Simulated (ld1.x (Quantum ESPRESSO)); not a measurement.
## bromine (Br), ultrasoft: configuration errors across variants

```json
{
  "Element": "Br",
  "Generator": "ld1.x (Quantum ESPRESSO) 7.5",
  "Type": "ultrasoft",
  "Functional": "PW91",
  "Relativity": "scalar-relativistic",
  "Frozen core": "[Ar] 3d10",
  "Valence charge": "7",
  "Reference configuration": "4s2 4p4 (charge +1)",
  "Partial waves": "4s (bound): rcut 1.05, rcutus 1.40 bohr; 4s channel at 0.7 Ry: rcut 1.05, rcutus 1.40 bohr; 4p (bound): rcut 1.20, rcutus 1.30 bohr; 4p channel at -0.8 Ry: rcut 1.20, rcutus 1.30 bohr; 4d channel at 0.05 Ry: rcut 1.05, rcutus 1.35 bohr",
  "Local potential": "all-electron potential smoothed inside 1.00 bohr (lloc = -1)",
  "Core correction": "Bessel-smoothed model core, default radius (core density twice the valence density)",
  "Augmentation charge": "built from norm-conserving waves at rcut, not smoothed further"
}
```

All-electron excitation energies from the reference (eV): (1) 4s2 4p5 -12.611; (2) 4s2 4p3 22.832; (3) 4s2 4p2 56.906; (4) 4s1 4p6 -0.216; (5) 4s2 4p4.5 -7.509; (6) 4s1 4p5 13.027; (7) 4s2 4p1 103.049.

The default core radius of the base comes out at 1.07 bohr.

2 further variants failed, have other tests or too few solved ones, and are left out.

A true bound ghost makes a file unfit for plane-wave use even where its test errors are small: the radial tests pick states by their node count and pass the ghost by.

Errors AE − PS in meV (a dash: test not solved or not reliable):

| change | (1) | (2) | (3) | (4) | (5) | (6) | (7) | bound ghosts |
| --- | --- | --- | --- | --- | --- | --- | --- | --- |
| base | +1.0 | -7.9 | -35 | -5.6 | +0.9 | -12 | -101 | p, s |
| wave 4d channel at 0.05 Ry: rcut 1.05, rcutus 1.35 bohr becomes 4d channel at 0.05 Ry: rcut 1.05, rcutus 1.88 bohr | +1.0 | -7.9 | -35 | -5.6 | +0.9 | -12 | -101 | p, s |
| type TM; waves now 4s (bound): rc 1.40 bohr; 4p (bound): rc 1.30 bohr; 4d channel at 0.05 Ry: rc 1.35 bohr; local potential the d channel | +2.0 | -5.0 | -19 | 0.0 | +1.1 | -4.1 | -53 | s, p |
| local potential all-electron potential smoothed inside 1.00 bohr (lloc = -2) | +1.0 | -7.8 | -35 | -5.7 | +0.9 | -12 | -100 | p |

(1) Give the same row for: core correction Bessel-smoothed model core inside 1.50 bohr.

Answers

(1) +1.0, -7.8, -34, -0.5, +0.9, -6.8, -95; bound ghosts: p, s.
